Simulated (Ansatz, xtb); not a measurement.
# Relaxing a trial structure of B3BrHSi

The starting geometry of this gas-phase doublet was built from a drawn formula by distance geometry and a force field; its bonds are those of `BrB1B=[Si]B1`.

```xyz
6

B    -2.3265    0.3254   -0.4617
B    -2.5743   -1.0612   -1.6325
B    -0.6879   -0.0411   -0.3068
Br   -3.5287    1.7552    0.2026
Si   -0.8821   -1.5831   -1.4948
H     0.2203    0.4090    0.2486
```

**Question.** Where would you expect an optimisation with r2SCAN-D4/def2-SVP to take it?

**Answer.** A new bond forms, giving a structure given below by its coordinates. Distances that change by over a tenth: B1–B2 (1.83 → 1.55 Å). Contacts that close: B2–B3 (2.52 → 1.62 Å).

The energy falls by 2.08 eV over 9 steps:

```json
{"step": "1", "E − E(last) (eV)": "2.083"}
{"step": "2", "E − E(last) (eV)": "1.166"}
{"step": "3", "E − E(last) (eV)": "0.775"}
{"step": "4", "E − E(last) (eV)": "0.110"}
{"step": "5", "E − E(last) (eV)": "0.014"}
{"step": "6", "E − E(last) (eV)": "0.009"}
{"step": "7", "E − E(last) (eV)": "0.000"}
{"step": "8", "E − E(last) (eV)": "0.000"}
{"step": "9", "E − E(last) (eV)": "0.000"}
```

Final geometry (Å):

```xyz
6

B    -2.6001    0.4287   -0.5049
B    -2.1318   -0.8235   -1.2974
B    -0.9300   -0.1378   -0.4561
Br   -3.4685    1.8549    0.3040
Si   -0.6138   -1.8834   -1.6552
H    -0.0350    0.3652    0.1647
```

From the same start GFN2-xTB reaches the same bonding as this run.

The end wasn't checked by frequencies. Open shells are spin-unrestricted. Run with Ansatz 0.2.0, 100 s on 2 threads of Arm Neoverse V1, on a shared host.
